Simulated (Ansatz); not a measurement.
One change: `[OH][GeH2][CH2]Cl` becomes `Cl[CH2][GeH2][SeH]`.

Ansatz, PBE0-D4/def2-TZVP geometries, multiplicity 1. Each molecule was computed in one conformer, which needn't be the lowest.

Scalar relativity is left out up to krypton.

| property | `[OH][GeH2][CH2]Cl` |
| --- | --- |
| LUMO energy (B3LYP/def2-TZVPP) / eV | -0.24 |
| HOMO energy (ωB97M-V/def2-TZVPP) / eV | -10.28 |
| LUMO energy (ωB97M-V/def2-TZVPP) / eV | 1.91 |
| HOMO energy (PBE/def2-TZVPP) / eV | -6.64 |
| LUMO energy (PBE0/def2-TZVPP) / eV | 0.04 |
| HOMO energy (B3LYP/def2-TZVPP) / eV | -7.81 |

Problem. Give the same properties after the change, and the shifts. (Estimate.)

Solution. Computed: 
```tsv
property	`Cl[CH2][GeH2][SeH]`	shift
LUMO energy (B3LYP/def2-TZVPP) / eV	-0.52	-0.28
HOMO energy (ωB97M-V/def2-TZVPP) / eV	-9.18	1.10
LUMO energy (ωB97M-V/def2-TZVPP) / eV	1.57	-0.34
HOMO energy (PBE/def2-TZVPP) / eV	-5.86	0.78
LUMO energy (PBE0/def2-TZVPP) / eV	-0.26	-0.30
HOMO energy (B3LYP/def2-TZVPP) / eV	-6.77	1.04
```

With PBE0 the HOMO rises by 1.02 eV and the LUMO falls by 0.30 eV, so the gap narrows by about 1.32 eV. PBE moves the HOMO by 0.78 eV and ωB97M-V by 1.10 eV.

B3LYP here is the variant with VWN-RPA as its local correlation; programs differ in this.

Spin–orbit coupling is left out; it splits and shifts lone-pair levels of the heavy atoms by tenths of an eV.
